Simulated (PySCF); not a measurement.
Molecule: SMILES C(/C)([SiH3])=C/F, C3H7FSi.

Molfile (atoms numbered from 1):
```
C3H7FSi
     RDKit          3D

 12 11  0  0  0  0  0  0  0  0999 V2000
   -0.9696   -1.1506    0.1762 C   0  0  0  0  0  0  0  0  0  0  0  0
   -0.2165    0.1215   -0.0900 C   0  0  0  0  0  0  0  0  0  0  0  0
    1.5977    0.2501    0.3468 Si  0  0  0  0  0  4  0  0  0  0  0  0
   -0.7968    1.1791   -0.6639 C   0  0  0  0  0  0  0  0  0  0  0  0
   -2.0769    1.1872   -1.0356 F   0  0  0  0  0  0  0  0  0  0  0  0
   -0.5958   -1.9696   -0.4608 H   0  0  0  0  0  0  0  0  0  0  0  0
   -0.8414   -1.4779    1.2206 H   0  0  0  0  0  0  0  0  0  0  0  0
   -2.0445   -1.0324   -0.0185 H   0  0  0  0  0  0  0  0  0  0  0  0
    2.3927   -0.7645   -0.4130 H   0  0  0  0  0  0  0  0  0  0  0  0
    2.0988    1.6180    0.0138 H   0  0  0  0  0  0  0  0  0  0  0  0
    1.8038   -0.0146    1.8048 H   0  0  0  0  0  0  0  0  0  0  0  0
   -0.3033    2.1309   -0.8849 H   0  0  0  0  0  0  0  0  0  0  0  0
  1  2  1  0
  2  3  1  0
  2  4  2  0
  4  5  1  0
  1  6  1  0
  1  7  1  0
  1  8  1  0
  3  9  1  0
  3 10  1  0
  3 11  1  0
  4 12  1  0
M  END
```

Geometry PBE0-D3(BJ)/def2-SVP throughout; GIAO in PySCF, gas phase, one conformer, non-relativistic; equivalent atoms averaged; basis pcSseg-2.

For orientation, BHandHLYP gives these absolute shieldings σ: C4 19.7, C2 66.4, C1 172.3, Si3 410.7, F5 295.3, H12 24.77, H9/H10/H11 27.46, H6/H7/H8 29.58 ppm.

A run gave: C4 15.9, C2 64.9, C1 166.4, Si3 395.3, F5 243.9, H12 24.28, H9/H10/H11 26.97, H6/H7/H8 29.29 ppm (absolute shieldings σ).

**Question.** Which functional was used in that run?
A. KT3
B. PBE
C. WP04
D. wB97X-D
E. KT2

**Answer.** B. C2 tells them apart best: PBE gives 64.9, KT3 gives 75.6, WP04 gives 53.4, wB97X-D gives 67.7, KT2 gives 75.3 ppm.
